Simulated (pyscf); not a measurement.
Optimised with ωB97X-D3(BJ)/def2-SVP in PySCF.

Estimate by transition-state theory (the high-pressure limit) the rate constant of F–N•–F + F–Ge:–F [singlet] → F–N•–Ge(F)(F)–F (doublet surface; F–N broken, F–Ge, Ge–N formed) at 1200 K, with ωB97M-D3(BJ)/def2-TZVP energies (ideal gas, 1 atm, RRHO with modes under 100 cm⁻¹ raised to 100, one conformer, R ln 2 for rigid chiral ones; no tunnelling).

The electronic barrier is 26.8 kcal/mol and the thermal terms add +44.0, so ΔG‡ = 70.8 kcal/mol. With k_BT/h = 2.50e+13 s⁻¹ and RT = 2.385 kcal/mol, and a volume of 1.64e-19 cm³ per molecule at 1 atm, k = 5.3e-19 cm³ molecule⁻¹ s⁻¹. The product is born with the 75 kcal/mol of the reverse barrier and needs collisions to keep. Wigner's tunnelling factor for 514i cm⁻¹ would be 1.02. A shift of 1 kcal/mol in the barrier changes k by a factor 1.5. One saddle was located; it need not be the lowest between these sides. An unrestricted DFT solution here is markedly spin-contaminated. Elements up to Kr have no core potential and no relativistic terms here.
